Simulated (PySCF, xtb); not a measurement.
C2H4BrCl, SMILES C[C@@H](Cl)Br.

Harmonic wavenumbers (cm⁻¹) from GFN2-xTB in xtb at its own minimum, in rising order: 201, 232, 263, 357, 524, 633, 999, 1056, 1082, 1169, 1227, 1403, 1463, 1471, 2956, 3029, 3032, 3042.

**Question.** What does PBE-D3(BJ)/def2-SVP (PySCF) give at its own minimum? (Estimate from the structure and the level; the computed values follow.)

**Answer.** 213, 264, 288, 371, 550, 653, 949, 1019, 1072, 1159, 1239, 1339, 1398, 1406, 2982, 3072, 3079, 3097. Paired by order, the mean absolute difference is 34 cm⁻¹ and the zero-point energies are 34.5 and 34.5 kcal/mol.
